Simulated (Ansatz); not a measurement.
Ansatz (a program for electronic structure) input (B3LYP-D3(BJ)/def2-TZVP):

Ansatz 0.2 input:
```yaml
crystal:
  periodic: [false, false, false]
  atoms:
    - {symbol: C, position_ang: [-1.62716027, -0.87471533, -0.43949625]}
    - {symbol: C, position_ang: [-0.57353451, 0.00802121, 0.12689650]}
    - {symbol: C, position_ang: [-0.53645204, 1.38087954, -0.54835076]}
    - {symbol: C, position_ang: [0.78895513, -0.68169206, 0.08006063]}
    - {symbol: O, position_ang: [1.71962932, 0.10202203, 0.82206675]}
    - {symbol: H, position_ang: [-1.62221708, -1.93992186, -0.24724397]}
    - {symbol: H, position_ang: [-2.48313190, -0.45703705, -0.95115441]}
    - {symbol: H, position_ang: [-0.78463246, 0.16815656, 1.19819426]}
    - {symbol: H, position_ang: [-0.31951801, 1.27708729, -1.61452577]}
    - {symbol: H, position_ang: [0.23222438, 2.00899091, -0.10070274]}
    - {symbol: H, position_ang: [-1.49849042, 1.88658288, -0.44826622]}
    - {symbol: H, position_ang: [0.70359063, -1.68737252, 0.50963518]}
    - {symbol: H, position_ang: [1.10849164, -0.78415328, -0.96475719]}
    - {symbol: H, position_ang: [2.59579868, -0.28346948, 0.72762606]}
basis:
  gaussian:
    orbitals: def2-TZVP
hamiltonian:
  xc: b3lyp
  dispersion: d3bj
magnetization: {spin_polarized: true, initial_magnetization: 1}
phonons: {temperatures: {t_min: 298.15, t_max: 298.15, t_step: 100}}
```

Output:

```
Functional definition: B3LYP
integrals: 0.12 GiB planned
1267 factors; their error is unknown
0.31 GiB of the device are held for the grids
1.02 GiB of device memory are held for the factors and their scratch space
mean field: 1.22 GiB planned
mean field evaluation 1: about -6330.6343 eV, gradient 5.3e1 eV
mean field evaluation 2: about -6319.6271 eV, gradient 7.3e1 eV
mean field evaluation 4: about -6342.7811 eV, gradient 4.3e0 eV
mean field evaluation 8: about -6342.8510 eV, gradient 6.0e-2 eV
mean field evaluation 16: about -6342.8219 eV, gradient 2.8e-4 eV
mean field -6342.82185791 eV, -233.0944039590 hartree, gradient 4.6e-5 eV, S^2 0.753955; 0 other end points of the search recorded, 0 dependent functions left out
the calculation of the forces begins
reference -6342.82214635 eV, -233.0944145591 hartree; 21, 20 occupied and 188, 189 virtual orbitals, 1267 factors
these checks for a lower state are left out or cut short: stability, starts, cluster_reference, orbital_swaps, neighbouring_geometries, increment
integrals: 0.12 GiB planned
1267 factors; their error is unknown
0.30 GiB of the device are held for the grids
1.02 GiB of device memory are held for the factors and their scratch space
mean field: 1.22 GiB planned
mean field -6342.82166455 eV, -233.0943968532 hartree, gradient 2.5e-6 eV, S^2 0.753958; 0 other end points of the search recorded, 0 dependent functions left out
the calculation of the forces begins
reference -6342.82195299 eV, -233.0944074533 hartree; 21, 20 occupied and 188, 189 virtual orbitals, 1267 factors
these checks for a lower state are left out or cut short: stability, starts, cluster_reference, orbital_swaps, neighbouring_geometries, increment
integrals: 0.12 GiB planned
1267 factors; their error is unknown
0.31 GiB of the device are held for the grids
1.02 GiB of device memory are held for the factors and their scratch space
mean field: 1.22 GiB planned
mean field evaluation 32: about -6342.8218 eV, gradient 2.5e-6 eV
mean field -6342.82178172 eV, -233.0944011593 hartree, gradient 2.5e-6 eV, S^2 0.753953; 0 other end points of the search recorded, 0 dependent functions left out
the calculation of the forces begins
reference -6342.82207017 eV, -233.0944117594 hartree; 21, 20 occupied and 188, 189 virtual orbitals, 1267 factors
these checks for a lower state are left out or cut short: stability, starts, cluster_reference, orbital_swaps, neighbouring_geometries, increment
integrals: 0.12 GiB planned
1267 factors; their error is unknown
0.31 GiB of the device are held for the grids
1.02 GiB of device memory are held for the factors and their scratch space
mean field: 1.22 GiB planned
mean field -6342.82163919 eV, -233.0943959215 hartree, gradient 2.5e-6 eV, S^2 0.753959; 0 other end points of the search recorded, 0 dependent functions left out
the calculation of the forces begins
reference -6342.82192766 eV, -233.0944065223 hartree; 21, 20 occupied and 188, 189 virtual orbitals, 1267 factors
these checks for a lower state are left out or cut short: stability, starts, cluster_reference, orbital_swaps, neighbouring_geometries, increment
integrals: 0.12 GiB planned
1267 factors; their error is unknown
0.31 GiB of the device are held for the grids
1.02 GiB of device memory are held for the factors and their scratch space
mean field: 1.22 GiB planned
mean field -6342.82172000 eV, -233.0943988911 hartree, gradient 2.5e-6 eV, S^2 0.753952; 0 other end points of the search recorded, 0 dependent functions left out
[...]
mean field: 1.22 GiB planned
mean field -6342.82180145 eV, -233.0944018844 hartree, gradient 2.5e-6 eV, S^2 0.753955; 0 other end points of the search recorded, 0 dependent functions left out
the calculation of the forces begins
reference -6342.82208989 eV, -233.0944124841 hartree; 21, 20 occupied and 188, 189 virtual orbitals, 1267 factors
these checks for a lower state are left out or cut short: stability, starts, cluster_reference, orbital_swaps, neighbouring_geometries, increment
integrals: 0.12 GiB planned
1267 factors; their error is unknown
0.31 GiB of the device are held for the grids
1.02 GiB of device memory are held for the factors and their scratch space
mean field: 1.22 GiB planned
mean field -6342.82182232 eV, -233.0944026513 hartree, gradient 2.5e-6 eV, S^2 0.753956; 0 other end points of the search recorded, 0 dependent functions left out
the calculation of the forces begins
reference -6342.82211074 eV, -233.0944132506 hartree; 21, 20 occupied and 188, 189 virtual orbitals, 1267 factors
these checks for a lower state are left out or cut short: stability, starts, cluster_reference, orbital_swaps, neighbouring_geometries, increment
integrals: 0.12 GiB planned
1267 factors; their error is unknown
0.31 GiB of the device are held for the grids
1.02 GiB of device memory are held for the factors and their scratch space
mean field: 1.22 GiB planned
mean field evaluation 544: about -6342.8490 eV, gradient 4.4e-1 eV
mean field -6342.82185959 eV, -233.0944040210 hartree, gradient 2.5e-6 eV, S^2 0.753955; 0 other end points of the search recorded, 0 dependent functions left out
the calculation of the forces begins
reference -6342.82214806 eV, -233.0944146219 hartree; 21, 20 occupied and 188, 189 virtual orbitals, 1267 factors
these checks for a lower state are left out or cut short: stability, starts, cluster_reference, orbital_swaps, neighbouring_geometries, increment
integrals: 0.12 GiB planned
1267 factors; their error is unknown
0.31 GiB of the device are held for the grids
1.02 GiB of device memory are held for the factors and their scratch space
mean field: 1.22 GiB planned
mean field -6342.82175521 eV, -233.0944001851 hartree, gradient 2.5e-6 eV, S^2 0.753956; 0 other end points of the search recorded, 0 dependent functions left out
the calculation of the forces begins
reference -6342.82204363 eV, -233.0944107843 hartree; 21, 20 occupied and 188, 189 virtual orbitals, 1267 factors
these checks for a lower state are left out or cut short: stability, starts, cluster_reference, orbital_swaps, neighbouring_geometries, increment
integrals: 0.12 GiB planned
1267 factors; their error is unknown
0.31 GiB of the device are held for the grids
1.02 GiB of device memory are held for the factors and their scratch space
mean field: 1.22 GiB planned
mean field -6342.82178295 eV, -233.0944012045 hartree, gradient 2.5e-6 eV, S^2 0.753955; 0 other end points of the search recorded, 0 dependent functions left out
the calculation of the forces begins
reference -6342.82207142 eV, -233.0944118054 hartree; 21, 20 occupied and 188, 189 virtual orbitals, 1267 factors
these checks for a lower state are left out or cut short: stability, starts, cluster_reference, orbital_swaps, neighbouring_geometries, increment
integrals: 0.12 GiB planned
1267 factors; their error is unknown
0.31 GiB of the device are held for the grids
1.02 GiB of device memory are held for the factors and their scratch space
mean field: 1.22 GiB planned
mean field -6342.82175508 eV, -233.0944001801 hartree, gradient 2.5e-6 eV, S^2 0.753956; 0 other end points of the search recorded, 0 dependent functions left out
the calculation of the forces begins
reference -6342.82204357 eV, -233.0944107822 hartree; 21, 20 occupied and 188, 189 virtual orbitals, 1267 factors
these checks for a lower state are left out or cut short: stability, starts, cluster_reference, orbital_swaps, neighbouring_geometries, increment
integrals: 0.12 GiB planned
1267 factors; their error is unknown
0.31 GiB of the device are held for the grids
1.02 GiB of device memory are held for the factors and their scratch space
mean field: 1.22 GiB planned
mean field evaluation 576: about -6342.8217 eV, gradient 6.4e-3 eV
mean field -6342.82168825 eV, -233.0943977241 hartree, gradient 2.5e-6 eV, S^2 0.753955; 0 other end points of the search recorded, 0 dependent functions left out
the calculation of the forces begins
reference -6342.82197663 eV, -233.0944083220 hartree; 21, 20 occupied and 188, 189 virtual orbitals, 1267 factors
these checks for a lower state are left out or cut short: stability, starts, cluster_reference, orbital_swaps, neighbouring_geometries, increment
integrals: 0.12 GiB planned
1267 factors; their error is unknown
0.31 GiB of the device are held for the grids
1.02 GiB of device memory are held for the factors and their scratch space
mean field: 1.22 GiB planned
mean field -6342.82182138 eV, -233.0944026167 hartree, gradient 2.5e-6 eV, S^2 0.753955; 0 other end points of the search recorded, 0 dependent functions left out
the calculation of the forces begins
reference -6342.82210981 eV, -233.0944132165 hartree; 21, 20 occupied and 188, 189 virtual orbitals, 1267 factors
these checks for a lower state are left out or cut short: stability, starts, cluster_reference, orbital_swaps, neighbouring_geometries, increment
integrals: 0.12 GiB planned
1267 factors; their error is unknown
0.30 GiB of the device are held for the grids
1.02 GiB of device memory are held for the factors and their scratch space
mean field: 1.22 GiB planned
mean field -6342.82183007 eV, -233.0944029359 hartree, gradient 2.5e-6 eV, S^2 0.753955; 0 other end points of the search recorded, 0 dependent functions left out
the calculation of the forces begins
reference -6342.82211851 eV, -233.0944135362 hartree; 21, 20 occupied and 188, 189 virtual orbitals, 1267 factors
these checks for a lower state are left out or cut short: stability, starts, cluster_reference, orbital_swaps, neighbouring_geometries, increment
integrals: 0.12 GiB planned
1267 factors; their error is unknown
0.30 GiB of the device are held for the grids
1.02 GiB of device memory are held for the factors and their scratch space
mean field: 1.22 GiB planned
mean field -6342.82186081 eV, -233.0944040658 hartree, gradient 2.5e-6 eV, S^2 0.753955; 0 other end points of the search recorded, 0 dependent functions left out
the calculation of the forces begins
reference -6342.82214926 eV, -233.0944146660 hartree; 21, 20 occupied and 188, 189 virtual orbitals, 1267 factors
these checks for a lower state are left out or cut short: stability, starts, cluster_reference, orbital_swaps, neighbouring_geometries, increment
integrals: 0.12 GiB planned
1267 factors; their error is unknown
0.31 GiB of the device are held for the grids
1.02 GiB of device memory are held for the factors and their scratch space
mean field: 1.22 GiB planned
mean field -6342.82184085 eV, -233.0944033322 hartree, gradient 2.5e-6 eV, S^2 0.753955; 0 other end points of the search recorded, 0 dependent functions left out
the calculation of the forces begins
reference -6342.82212929 eV, -233.0944139322 hartree; 21, 20 occupied and 188, 189 virtual orbitals, 1267 factors
Total energy: -6343.26848848 eV, -233.1108173298 hartree
Atom 0 at    -1.627160    -0.874715    -0.439496 Å, force    -0.000940    -0.001206    -0.000358 eV/Å
Atom 1 at    -0.573535     0.008021     0.126896 Å, force     0.000206    -0.000169     0.000076 eV/Å
Atom 2 at    -0.536452     1.380880    -0.548351 Å, force     0.000300     0.000110     0.000138 eV/Å
Atom 3 at     0.788955    -0.681692     0.080061 Å, force    -0.000088     0.000271     0.000008 eV/Å
Atom 4 at     1.719629     0.102022     0.822067 Å, force    -0.000074     0.000121    -0.000111 eV/Å
Atom 5 at    -1.622217    -1.939922    -0.247244 Å, force     0.000236     0.000427     0.000019 eV/Å
Atom 6 at    -2.483132    -0.457037    -0.951154 Å, force     0.000430     0.000251     0.000164 eV/Å
Atom 7 at    -0.784632     0.168157     1.198194 Å, force     0.000036     0.000153     0.000051 eV/Å
Atom 8 at    -0.319518     1.277087    -1.614526 Å, force     0.000035     0.000032     0.000135 eV/Å
Atom 9 at     0.232224     2.008991    -0.100703 Å, force    -0.000043     0.000144    -0.000122 eV/Å
Atom 10 at    -1.498490     1.886583    -0.448266 Å, force     0.000106    -0.000098     0.000006 eV/Å
Atom 11 at     0.703591    -1.687373     0.509635 Å, force    -0.000031     0.000059    -0.000034 eV/Å
Atom 12 at     1.108492    -0.784153    -0.964757 Å, force    -0.000138    -0.000014    -0.000003 eV/Å
Atom 13 at     2.595799    -0.283469     0.727626 Å, force    -0.000036    -0.000081     0.000031 eV/Å
Dipole moment:     0.122745    -0.219659    -0.106794 e Å
Vibrations: 117.43 129.84 224.63 233.02 264.88 361.74 407.81 476.43 543.77 835.99 903.48 945.75 974.50 1054.01 1068.73 1153.71 1179.08 1238.76 1269.28 1303.94 1351.91 1403.61 1440.53 1468.41 1496.50 1504.26 1518.02 2914.39 2978.88 3011.80 3031.68 3089.08 3121.24 3141.21 3241.35 3819.80 cm⁻¹, zero-point energy 3.299186 eV
```

It need not be the lowest isomer of its formula.
